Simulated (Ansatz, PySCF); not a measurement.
System: sum formula BNH$_{5}$ (charge 0, doublet). It need not be the lowest isomer of its formula. 
Structure (B3LYP-D3(BJ)/def2-TZVP (Ansatz, an electronic-structure program) minimum search):
```xyz
7

B     -0.9601     0.1312    -0.0137
N      0.6350    -0.1348    -0.0398
H     -1.2139     1.2024    -0.4773
H     -1.4396    -0.2957     0.9936
H      0.8305    -1.1085     0.1748
H      1.1723     0.4349     0.6229
H      1.0057     0.0542    -0.9668
```
Charge 0, spin multiplicity 2.

Total electronic energies in hartree. Correlated levels leave the core frozen unless marked. UHF or UKS for open shells. No spin-orbit coupling. Non-relativistic. Basis-set limits of correlation are two-point, X^-3; Hartree-Fock from the larger set. [CCSD(T)-MP2]/basis is that difference in the basis named.

```json
[
 {"level": "HF/cc-pVTZ", "program": "Ansatz", "energy (Eh)": "-82.01688"},
 {"level": "HF/def2-QZVPP", "program": "Ansatz", "energy (Eh)": "-82.02389"},
 {"level": "PBE-D3(BJ)/def2-TZVPD", "program": "Ansatz + dftd3", "energy (Eh)": "-82.45838"},
 {"level": "revPBE-D3(BJ)/def2-TZVPD", "program": "Ansatz + dftd3", "energy (Eh)": "-82.56017"},
 {"level": "B3LYP-D3(BJ)/def2-TZVPD", "program": "Ansatz + dftd3", "energy (Eh)": "-82.59162"},
 {"level": "B3LYP/def2-TZVPD", "program": "Ansatz", "energy (Eh)": "-82.58700"},
 {"level": "PBE0/STO-3G", "program": "Ansatz", "energy (Eh)": "-81.36218"},
 {"level": "BHLYP/def2-TZVPD", "program": "Ansatz", "energy (Eh)": "-82.52582"},
 {"level": "PW6B95-D4/def2-TZVPD", "program": "PySCF + dftd4", "energy (Eh)": "-82.67964"},
 {"level": "PW6B95/def2-TZVPD", "program": "PySCF", "energy (Eh)": "-82.67773"},
 {"level": "MN15/def2-TZVPD", "program": "PySCF", "energy (Eh)": "___"},
 {"level": "CAM-B3LYP-D3(BJ)/def2-TZVPD", "program": "Ansatz + dftd3", "energy (Eh)": "-82.53129"},
 {"level": "B2GP-PLYP/def2-TZVPD", "program": "Ansatz", "energy (Eh)": "-82.47562"},
 {"level": "B2PLYP/def2-TZVPD", "program": "Ansatz", "energy (Eh)": "-82.49333"},
 {"level": "MP2/cc-pwCVTZ", "program": "Ansatz", "energy (Eh)": "-82.35889"},
 {"level": "RI-MP2/aug-cc-pVQZ", "program": "Ansatz", "energy (Eh)": "-82.38429"},
 {"level": "RI-MP2/CBS(aug-cc-pVTZ,aug-cc-pVQZ)", "program": "Ansatz", "energy (Eh)": "-82.3982"},
 {"level": "SCS-MP2/aug-cc-pVDZ", "program": "Ansatz", "energy (Eh)": "-82.28210"},
 {"level": "CCSD/def2-TZVPP", "program": "Ansatz", "energy (Eh)": "-82.38396"},
 {"level": "CCSD(T)/aug-cc-pVTZ", "program": "Ansatz", "energy (Eh)": "-82.39974"},
 {"level": "CCSD(T)/def2-TZVPP", "program": "Ansatz", "energy (Eh)": "-82.39552"},
 {"level": "CCSDT/cc-pVDZ", "program": "Ansatz", "energy (Eh)": "-82.30126"},
 {"level": "RI-MP2/CBS(aug-cc-pVTZ,aug-cc-pVQZ)+[CCSD(T)-MP2]/aug-cc-pVTZ", "program": "Ansatz", "energy (Eh)": "-82.4379"}
]
```

What belongs in the gaps?


- MN15/def2-TZVPD, energy (Eh): -82.47265
